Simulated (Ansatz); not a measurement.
Basis sets compared for `C[Si]1(C)C=CC=C1C1=CC=C[Si]1(C)C`. Total charge 0; singlet. Geometry PBE-D4/def2-SVP. Ansatz on 4 threads of Arm Neoverse V1 on a shared host; times are rough, and most runs start from earlier orbitals.

```tsv
atom	x (Å)	y (Å)	z (Å)
C1	-3.144	1.353	-0.596
Si2	-1.343	1.748	-1.022
C3	-1.036	1.621	-2.885
C4	-0.731	3.362	-0.267
C5	0.266	3.039	0.613
C6	0.608	1.619	0.760
C7	-0.103	0.711	-0.003
C8	0.098	-0.712	0.008
C9	-0.614	-1.620	-0.753
C10	-0.267	-3.039	-0.612
C11	0.734	-3.362	0.263
Si12	1.343	-1.748	1.021
C13	3.141	-1.343	0.591
C14	1.042	-1.630	2.886
H15	-3.839	2.054	-1.102
H16	-3.308	1.429	0.498
H17	-3.406	0.321	-0.911
H18	-1.685	2.323	-3.448
H19	-1.244	0.593	-3.249
H20	0.021	1.859	-3.119
H21	-1.044	4.404	-0.430
H22	0.815	3.790	1.209
H23	1.408	1.317	1.460
H24	-1.417	-1.318	-1.450
H25	-0.818	-3.790	-1.206
H26	1.050	-4.404	0.424
H27	3.304	-1.421	-0.503
H28	3.842	-2.039	1.098
H29	3.397	-0.310	0.903
H30	-0.014	-1.867	3.123
H31	1.691	-2.337	3.443
H32	1.254	-0.605	3.256
```

Binding counts from free atoms (C triplet, Si triplet, H doublet) in the same basis, without a counterpoise term.

```json
{"level": "PBE-D4/def2-SVP", "functions": "294", "energy (Eh)": "-1045.6840", "HOMO (eV)": "-4.66", "LUMO (eV)": "-2.68", "binding per atom (eV)": "4.63", "wall time": "7 s"}
{"level": "PBE0-D4/def2-SVP", "functions": "294", "energy (Eh)": "-1045.8059", "HOMO (eV)": "-5.51", "LUMO (eV)": "-1.97", "binding per atom (eV)": "4.57", "wall time": "15 s"}
```

(1) Estimate the rows for PBE-D4/def2-TZVP (with forces), PBE0-D4/def2-TZVP (with forces).

## Answers

(1) 
```
                          level  functions  energy (Eh)  HOMO (eV)  LUMO (eV)  binding per atom (eV)  wall time
 PBE-D4/def2-TZVP (with forces)        554   -1046.3902      -4.75      -2.81                   4.59       22 s
PBE0-D4/def2-TZVP (with forces)        554   -1046.5008      -5.54      -2.06                   4.52       53 s
```
